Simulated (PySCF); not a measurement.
C4H11As.
Geometry (PBE0-D3(BJ)/def2-SVP, Å), atoms numbered from 1 in this order:
```
atom  x, y, z in Å
C1    -0.1050    1.1643    0.7880
C2     0.0100   -0.0887   -0.0721
C3    -0.0832   -1.3401    0.7985
C4    -1.0845   -0.1048   -1.1372
As5    1.7681   -0.1765   -1.0367
H6    -1.0773    1.1771    1.3135
H7    -0.0410    2.0810    0.1820
H8     0.6874    1.2077    1.5507
H9     0.0173   -2.2621    0.2041
H10   -1.0626   -1.3763    1.3064
H11    0.6948   -1.3523    1.5783
H12   -1.0248   -1.0029   -1.7719
H13   -1.0293    0.7787   -1.7929
H14   -2.0791   -0.0996   -0.6582
H15    1.7729    1.2881   -1.4692
H16    2.6211    0.1245    0.1939
```

Method used: core-valence-separated Tamm–Dancoff BHandHLYP/aug-pcX-1 (pcseg-1 on H, def2-SVPD on As) in PySCF, non-relativistic, gas phase, PBE0-D3(BJ)/def2-SVP geometry. BHandHLYP without relativity tends to put these K edges a few eV too low, so spacings mean more than positions.

Q: What does the C 1s absorption edge look like?

A: 
```
E (eV)       f  core hole on          main final orbital
285.19  0.0449            C2               LUMO+1 (35 %)
285.38  0.0133            C1                 LUMO (56 %)
285.42  0.0216       C3 + C4    LUMO (2 roots, f summed)
285.93  0.0205            C1               LUMO+1 (62 %)
286.02  0.0451         C3/C4  LUMO+1 (2 roots, f summed)
286.14  0.0289            C1               LUMO+4 (54 %)
286.25  0.0640       C3 + C4  LUMO+6 (2 roots, f summed)
286.58  0.0090            C1                      spread
286.67  0.0124         C3/C4  spread (2 roots, f summed)
286.95  0.0062       C3 + C4  LUMO+4 (2 roots, f summed)
287.03  0.0002            C1               LUMO+2 (72 %)
287.03  0.0015            C2                 LUMO (86 %)
287.12  0.0048            C1                 LUMO (31 %)
```

The first line with a tenth or more of the strongest one's intensity is at 285.19 eV (f = 0.045), with the hole on C2 (sp3 carbon without hydrogen). The strongest listed is at 286.25 eV (f = 0.064, sum of 2; C3 + C4).

Roots within 0.03 eV whose holes lie on the same, on equivalent or on shared atoms are summed into one line, and the highest roots are left out, as the search may have cut off their partners. Final orbitals are the ground state's empty Kohn–Sham orbitals.

Q: What are the wavelength and the wavenumber of the 286.14 eV line?

A: λ = 12398.42 eV Å/286.14 eV = 43.330 Å; 2.3079 × 10⁶ cm⁻¹.

The list ends where the root search ended, not at a threshold. The BHandHLYP/aug-pcX-1 (pcseg-1 on H, def2-SVPD on As) calculation is non-relativistic and has no spin–orbit coupling, an omission that weighs most on arsenic.
